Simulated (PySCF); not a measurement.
# AlSiH6NO3

AlSiH6NO3 is a small molecule, neutral, singlet. The structure, one conformer, was relaxed in the gas phase by PBE0-D3(BJ)/def2-SVP. No frequency run checks that it is a minimum.

SMILES: N[SiH2][O][Al]([OH])[OH]

```xyz
12

O     2.092    0.411    2.290
Al    0.686    0.360    1.346
O    -0.790   -0.034    2.083
O     0.708    0.680   -0.318
Si   -0.196    0.353   -1.671
N    -1.284   -0.972   -1.494
H     2.959    0.641    1.953
H    -0.865   -0.196    3.025
H    -0.992    1.572   -1.991
H     0.735   -0.003   -2.779
H    -2.059   -0.914   -0.843
H    -0.951   -1.926   -1.580
```
Atoms count from 1 in this order.

Shieldings: GIAO PBE0/pcSseg-1. Shifts are against computed references at the same level: H TMS (σ 31.27 ppm), Si TMS (σ 352.0 ppm). Core levels by delta-SCF with SCAN, pcX-2 on the ionised atom and pcseg-1 elsewhere, spin-free X2C (2p3/2 is the spin-free 2p value less a third of a first-order spin-orbit splitting); from the vacuum level, for chosen atoms.

Question: Give the NMR and core-level values of the distinct atoms.

Answer: 
```
atoms        bonded to  σ (ppm)  δ (ppm)  core level (eV)
   O1       1 Al + 1 H    324.2        -        1s 538.23
  Al2              3 O    473.8        -      2p3/2 80.95
   O3       1 Al + 1 H    329.2        -        1s 538.27
   O4      1 Al + 1 Si    256.0        -        1s 537.29
  Si5  1 N + 1 O + 2 H    388.0    -36.0     2p3/2 107.24
   N6       1 Si + 2 H    224.7        -                -
   H7              1 O    29.91     1.36                -
   H8              1 O    30.17     1.10                -
   H9             1 Si    26.47     4.80                -
  H10             1 Si    26.62     4.65                -
  H11              1 N    29.99     1.28                -
  H12              1 N    30.03     1.24                -
```

Values are those of this one static structure; atoms that internal rotation interchanges would show their mean in an NMR spectrum.

Question: Which of O1, O3, O4 holds its core electrons tightest, and by how much against the loosest?

Answer: O3 (bonded to 1 Al + 1 H), by 0.98 eV over O4 (bonded to 1 Al + 1 Si).

Question: By CAM-B3LYP/def2-SVPD (TDDFT singlets, Tamm-Dancoff triplets, ionisation by delta-SCF), where does absorption start, and what does vertical ionisation take?

Answer: The lowest singlet lies at 6.41 eV (f 0.073), the lowest triplet at 6.10 eV; vertical ionisation takes 10.06 eV.

The 3 runs behind this took 3.1 min in all, one thread each of Arm Neoverse V1 on a shared host, launched as `OMP_NUM_THREADS=1 python cluster_run.py task.json out`.
